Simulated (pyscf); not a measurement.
**H₂N–TaH(Cl)(Cl)–Cl (SMILES [NH2][TaH]([Cl])([Cl])[Cl]), singlet**

Gas-phase minimum from PySCF at ωB97X-D3(BJ)/def2-SVP, one conformer. 

```xyz
8

N     -1.1160    -0.2229    -1.8047
Ta    -0.6513     1.4376    -0.8849
Cl    -0.9245     2.8374     0.9436
Cl     1.6006     1.0467    -0.6775
Cl    -1.3068     2.8941    -2.5321
H     -0.6616    -0.4197    -2.7014
H     -1.7519    -0.9765    -1.5653
H     -1.8089     0.6107     0.0966
```

Bonded distances (Å): N1–Ta2 1.954, N1–H6 1.024, N1–H7 1.015, Ta2–Cl3 2.319, Ta2–Cl4 2.295, Ta2–Cl5 2.294, Ta2–H8 1.728. Angles (°): Ta2–N1–H6 118.0, Ta2–N1–H7 132.0, H6–N1–H7 110.0, N1–Ta2–Cl3 148.9, N1–Ta2–Cl4 97.5, N1–Ta2–Cl5 97.7, N1–Ta2–H8 72.6, Cl3–Ta2–Cl4 98.5, Cl3–Ta2–Cl5 98.6, Cl3–Ta2–H8 76.2, Cl4–Ta2–Cl5 117.0, Cl4–Ta2–H8 121.6, Cl5–Ta2–H8 121.3.

Properties at ωB97X-D3(BJ)/def2-SVP:

- Harmonic wavenumbers, unscaled: 78, 99, 135, 143, 196, 333, 387, 405, 408, 594, 618, 686, 739, 1058, 1537, 2014, 3532, 3690 cm⁻¹
- Zero-point energy: 23.8 kcal/mol
- Rotational symmetry number: 1
- Entropy of this conformer at 298 K and 1 atm, rigid rotor and harmonic oscillator, modes under 100 cm⁻¹ raised to 100: 388.8 J/(mol K)
- Dipole moment: 3.48 D

Single-point totals, which compare only within one level:

```csv
level,total energy (hartree)
ωB97X-D3(BJ)/def2-TZVP,-1494.54291
PBE/def2-TZVP,-1493.86853
r²SCAN/def2-TZVP,-1494.38051
B3LYP-D3(BJ)/def2-TZVP,-1494.54750
PBE0-D3(BJ)/def2-TZVP,-1493.94103
M06-2X/def2-TZVP,-1494.28042
ωB97M-D3(BJ)/def2-TZVP,-1494.58135
```

Soft torsions are taken as harmonic, which can shift the entropy by several J/(mol K). Elements past Kr carry the def2 core potentials, without spin-orbit coupling.
